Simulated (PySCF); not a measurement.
Fe: ionisation energy

Fe [Ar] 3d6 4s2 [3d3/2^4 3d5/2^2, M_J = 4] → Fe⁺ [Ar] 3d6 4s1 [3d3/2^4 3d5/2^2 4s1/2^1, M_J = 9/2], as a difference of total energies. All numbers are calculated (PySCF 2.14, the two-component X2C-1e Hamiltonian, in x2c-SVPall-2c). Correlated levels: [Ne] frozen; the 6 highest virtual spinors dropped. "Screened" scales the spin-orbit matrix elements by Boettger's factors to mimic the two-electron term; Breit and QED terms are absent.

```tsv
method	ionisation energy (eV)
GHF (spin-free)	6.436
GMP2 (spin-free)	7.306
GHF (screened spin-orbit)	6.434
GMP2 (screened spin-orbit)	7.304
```

Q: How much does correlation contribute at GMP2 (screened spin-orbit)?

A: 7.304 − (6.434) = 0.870 eV, measured against GHF (screened spin-orbit).

Errors of the correlated levels include the incompleteness of this basis and the frozen core.

The labels give the starting determinants; with spin-orbit coupling the two ends relaxed to ⟨J²⟩ = 20.02, ⟨L²⟩ = 6.01, ⟨S²⟩ = 6.01 and ⟨J²⟩ = 24.76, ⟨L²⟩ = 6.01, ⟨S²⟩ = 8.75.

MP2 underrates the near-degeneracy of ns² with np² in the lower species.

For comparison: 7.902 eV (measured; NIST Atomic Spectra Database, ionization energies).
